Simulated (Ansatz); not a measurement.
Species: dichloroborane, sum formula BHCl$_{2}$, net charge 0, singlet state. SMILES: ClBCl
Geometry: optimised at B3LYP-D3(BJ)/def2-TZVP (Ansatz, a program for electronic structure).

Property: vertical ionisation energy (to the doublet state of charge +1; each state is the SCF solution reached for its spin), in eV. Correlated levels leave the core frozen unless marked. UHF or UKS for open shells. Spin-orbit coupling is left out. No relativistic terms. CBS marks a two-point X^-3 extrapolation of the correlation energy; Hartree-Fock from the larger set. [CCSD(T)-MP2]/basis is that difference in the basis named.

RI-MP2/CBS(aug-cc-pV(T+d)Z,aug-cc-pV(Q+d)Z)+[CCSD(T)-MP2]/aug-cc-pV(T+d)Z (Ansatz) gives 12.15 eV.

Task: Another calculation gave 11.61 eV. Which level was it?
(A) PBE/def2-TZVPD (Ansatz)
(B) B3LYP/def2-TZVPD (Ansatz)
(C) SVWN5/def2-TZVPD (Ansatz)
(D) CAM-B3LYP/def2-TZVPD (Ansatz)

Result: B, B3LYP/def2-TZVPD (Ansatz). The others give 11.89 (CAM-B3LYP), 11.36 (SVWN5), 11.23 (PBE) eV.
